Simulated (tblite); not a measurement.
Species: germyl fluoride, FGeH3.
InChI=1S/FGeH3/c1-2/h2H3

Computed with GFN2-xTB (tblite): harmonic, unscaled wavenumbers at the GFN2-xTB geometry, gas phase. This tight-binding method is rough: wavenumbers can miss measured ones by several per cent, in bad cases by 10 to 20. Modes of hydrogen on germanium can be 10 to 20 % off.

Harmonic wavenumbers (cm⁻¹): 498.8, 560.2, 560.3, 729.2, 783.4, 783.7, 1980.5, 2070.2, 2070.3.

A = 79235, B = 10088, C = 10088 MHz; mass 95.943 u (most abundant isotopes); point group C3v, symmetry number 3.

Q: What is the zero-point energy?

A: Half the sum of the wavenumbers: 5018 cm⁻¹ = 60.03 kJ/mol.

Q: What is S at 200 K and 1 bar for an ideal gas of classical rigid rotors and harmonic oscillators?

A: Translation 157.47, rotation 74.65, vibration 3.26: S = 235.4 J/(mol K).

Q: And Cp and H(200 K) − H(0)?

A: Cp = 44.48 J/(mol K), of which vibrations give 11.22 (their classical limit is 9 R = 74.8); H(200 K) − H(0) = 7.18 kJ/mol without the zero-point energy, 0.53 from vibrations.

Q: What must be added to the electronic energy to get the Gibbs energy at 200 K and 1 bar?

A: ZPE + [H(200 K) − H(0)] − T·S = 60.03 + 7.18 − 47.08 = 20.13 kJ/mol.

Q: How do the functions run with temperature in this model?

A: 
| T (K) | S (J/(mol K)) | Cp (J/(mol K)) | H − H(0) (kJ/mol) | G − H(0) (kJ/mol) | ln q(vib) |
| --- | --- | --- | --- | --- | --- |
| 150 | 223.6 | 38.0 | 5.12 | -28.42 | 0.02 |
| 250 | 246.0 | 51.2 | 9.57 | -51.94 | 0.18 |
| 298.15 | 255.6 | 56.9 | 12.18 | -64.02 | 0.31 |
| 400 | 273.7 | 66.3 | 18.48 | -90.99 | 0.67 |
| 600 | 303.0 | 78.5 | 33.05 | -148.78 | 1.51 |
| 900 | 337.2 | 89.8 | 58.45 | -245.05 | 2.81 |

q(vib) and H(0) count from the zero-point level.

Q: Which modes carry the vibrational entropy at 200 K?

A: 498.8 cm⁻¹: 1.08; 560.2 cm⁻¹: 0.76; 560.3 cm⁻¹: 0.76; 729.2 cm⁻¹: 0.27; 783.4 cm⁻¹: 0.20; 783.7 cm⁻¹: 0.20 J/(mol K); the other 3 give 0.00 together.
